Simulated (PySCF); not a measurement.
# How methods differ on the excitation energy of P

P [Ne] 3s2 3p3 (4S) → P [Ne] 3s2 3p2 4s1, s spin flipped, as a difference of total energies. Computed with PySCF 2.14 in aug-cc-pV(T+d)Z (6s5p4d2f, 55 functions), with the non-relativistic Hamiltonian (point nucleus). Correlated levels: valence: [Ne] frozen. The calculations carry no spin-orbit coupling.

```json
{"method": "UHF", "excitation energy (cm⁻¹)": "58326"}
{"method": "LDA", "excitation energy (cm⁻¹)": "58819"}
{"method": "PBE", "excitation energy (cm⁻¹)": "58631"}
{"method": "PBE0", "excitation energy (cm⁻¹)": "59458"}
{"method": "r2SCAN", "excitation energy (cm⁻¹)": "60484"}
{"method": "revPBE", "excitation energy (cm⁻¹)": "58384"}
{"method": "TPSS", "excitation energy (cm⁻¹)": "59452"}
{"method": "CAM-B3LYP", "excitation energy (cm⁻¹)": "58371"}
{"method": "r2SCAN0", "excitation energy (cm⁻¹)": "60344"}
{"method": "MP2 (valence)", "excitation energy (cm⁻¹)": "60679"}
{"method": "SCS-MP2 (valence)", "excitation energy (cm⁻¹)": "59266"}
```

The upper determinant mixes two multiplicities, so it lies between the two terms.

The promoted electron is Rydberg-like, and one or two diffuse shells describe it only roughly, which tends to raise the upper state.
